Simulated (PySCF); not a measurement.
NbOCl3, SMILES [O]=[Nb]([Cl])([Cl])[Cl], multiplicity 1.

Coordinates come from a B3LYP-D3(BJ)/def2-SVP optimisation. The multiplicity is an assumed one; no other spin state was optimised. The isomer is the one that the SMILES or the coordinates give; other isomers of the formula were not compared. The def2 effective core potentials stand for the cores of Nb; spin–orbit coupling is left out.

Level of theory: CAM-B3LYP/def2-TZVP run with PySCF.

Symmetry labels are those of the subgroup Cs that the program uses (full group C3v).

Computed valence orbital energies around the gap with their symmetry:
```csv
orbital,symmetry,energy (eV)
HOMO−7,A",-12.92
HOMO−6,A',-12.92
HOMO−5,A",-11.95
HOMO−4,A',-11.95
HOMO−3,A',-11.59
HOMO−2,A',-11.21
HOMO−1,A",-11.21
HOMO,A",-11.21
LUMO,A',-2.44
LUMO+1,A",-2.44
LUMO+2,A",-0.70
LUMO+3,A',-0.70
```
